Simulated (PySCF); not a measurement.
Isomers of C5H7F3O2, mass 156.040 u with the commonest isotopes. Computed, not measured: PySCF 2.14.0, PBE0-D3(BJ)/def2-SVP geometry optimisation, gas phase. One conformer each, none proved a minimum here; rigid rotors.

Problem. Order these by rotational constant A, smallest first.
A. `[F:1][C:2]([F:3])([F:4])[CH:5]1[O:6][CH2:7][CH2:8][CH2:9][O:10]1` with C2–C5–O6–C7 -81°, C5–O6–C7–C8 -51°, O6–C7–C8–C9 53°, C7–C8–C9–O10 -53°
B. `[F:1][C:2]([F:3])([F:4])[C@H:5]1[CH2:6][O:7][CH2:8][CH2:9][O:10]1` with C2–C5–C6–O7 176°, C5–C6–O7–C8 -57°, C6–O7–C8–C9 58°, O7–C8–C9–O10 -56°
C. `[F:1][C:2]([F:3])([F:4])[CH2:5][C@H:6]1[CH2:7][O:8][CH2:9][O:10]1` with C2–C5–C6–C7 71°, C5–C6–C7–O8 146°, C6–C7–O8–C9 -38°, C7–O8–C9–O10 36°, O8–C9–O10–C6 -18°

Solution. A (2358 MHz), B (2642 MHz), C (3154 MHz).

Problem. Order these by out-of-plane moment Σ m c² = (Ia + Ib − Ic)/2, smallest first.
A. `[F:1][C:2]([F:3])([F:4])[C@H:5]1[CH2:6][O:7][CH2:8][CH2:9][O:10]1` with C2–C5–C6–O7 176°, C5–C6–O7–C8 -57°, C6–O7–C8–C9 58°, O7–C8–C9–O10 -56°
B. `[F:1][C:2]([F:3])([F:4])[CH:5]1[O:6][CH2:7][CH2:8][CH2:9][O:10]1` with C2–C5–O6–C7 -81°, C5–O6–C7–C8 -51°, O6–C7–C8–C9 53°, C7–C8–C9–O10 -53°
C. `[F:1][C:2]([F:3])([F:4])[CH2:5][C@H:6]1[CH2:7][O:8][CH2:9][O:10]1` with C2–C5–C6–C7 71°, C5–C6–C7–O8 146°, C6–C7–O8–C9 -38°, C7–O8–C9–O10 36°, O8–C9–O10–C6 -18°

Solution. A (54.45 u·Å²), C (54.95 u·Å²), B (77.08 u·Å²).

Problem. Order these by radius of gyration √(Σ m r²/M), smallest first.
A. `[F:1][C:2]([F:3])([F:4])[CH2:5][C@H:6]1[CH2:7][O:8][CH2:9][O:10]1` with C2–C5–C6–C7 71°, C5–C6–C7–O8 146°, C6–C7–O8–C9 -38°, C7–O8–C9–O10 36°, O8–C9–O10–C6 -18°
B. `[F:1][C:2]([F:3])([F:4])[C@H:5]1[CH2:6][O:7][CH2:8][CH2:9][O:10]1` with C2–C5–C6–O7 176°, C5–C6–O7–C8 -57°, C6–O7–C8–C9 58°, O7–C8–C9–O10 -56°
C. `[F:1][C:2]([F:3])([F:4])[CH:5]1[O:6][CH2:7][CH2:8][CH2:9][O:10]1` with C2–C5–O6–C7 -81°, C5–O6–C7–C8 -51°, O6–C7–C8–C9 53°, C7–C8–C9–O10 -53°

Solution. C (1.937 Å), B (2.080 Å), A (2.262 Å).

```tsv
SMILES	point group	Ia (u·Å²)	Ib (u·Å²)	Ic (u·Å²)	κ	μa (D)	μb (D)	μc (D)
FC(F)(F)C1OCCCO1	Cs	214.33	448.04	508.21	-0.80	2.46	0.00	0.92
FC(F)(F)[C@H]1COCCO1	C1	191.26	538.55	620.92	-0.86	2.20	0.18	0.34
FC(F)(F)C[C@H]1COCO1	C1	160.22	693.44	743.76	-0.96	0.72	0.41	0.88
```
